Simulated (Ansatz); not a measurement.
C6H3In, SMILES `C#[C][In]([C]#C)[C]#C`. The species carries charge 0 and has multiplicity 1. In takes the def2 core potential. All single points use the PBE0-D4/def2-TZVP geometry.

```xyz
10

C    -3.236    0.535    0.010
C    -2.044    0.338    0.006
In    0.000   -0.001    0.000
C     0.909   -0.886    1.638
C     1.439   -1.402    2.594
C     1.136    0.547   -1.645
C     1.797    0.867   -2.604
H    -4.288    0.710    0.013
H     1.906   -1.858    3.437
H     2.381    1.149   -3.450
```

(1) What is the dipole moment at PBE/def2-TZVPP? (Estimate.)

(2) Give the Mulliken charges with PBE, B3LYP, r2SCAN in def2-TZVPP. (Estimate.)

## Answers

(1) Computed: 0.00 D, zero by symmetry or nearly so.

(2) Computed: 
| atom | PBE | B3LYP | r2SCAN |
| --- | --- | --- | --- |
| C1 | 0.15 | 0.19 | 0.06 |
| C2 | -0.52 | -0.65 | -0.52 |
| In3 | 0.51 | 0.65 | 0.74 |
| C4 | -0.52 | -0.65 | -0.52 |
| C5 | 0.15 | 0.19 | 0.06 |
| C6 | -0.52 | -0.65 | -0.52 |
| C7 | 0.15 | 0.19 | 0.06 |
| H8 | 0.21 | 0.24 | 0.22 |
| H9 | 0.21 | 0.24 | 0.22 |
| H10 | 0.21 | 0.24 | 0.22 |

B3LYP here is the variant with VWN-RPA as its local correlation; programs differ in this.
